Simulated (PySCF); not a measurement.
H₅P, SMILES [H][P@TB7]([H])([H])([H])[H]. Coordinates come from a PBE0-D3(BJ)/def2-TZVPD optimisation.

The numbers are results of PBE0-D3(BJ)/def2-TZVPD (PySCF), not measurements.

Harmonic wavenumbers (cm⁻¹): 503, 503, 1167, 1242, 1242, 1440, 1440, 1876, 1970, 2312, 2324, 2324. Rotational constants (GHz): 82.03, 67.35, 67.35; symmetry number 6.

Q: Work out the zero-point energy and the ideal-gas rigid-rotor harmonic-oscillator thermochemistry at 298.15 K and 1 atm.

A: ZPE = ½ Σ hcν = ½ × 18344 cm⁻¹ = 109.72 kJ/mol. H − E(el) = 120.96 kJ/mol. Entropy in J/(mol K): translation 153.44, rotation 57.94, vibration 6.08, total 217.47. G − E(el) = 56.13 kJ/mol. Cp = 47.06 J/(mol K).
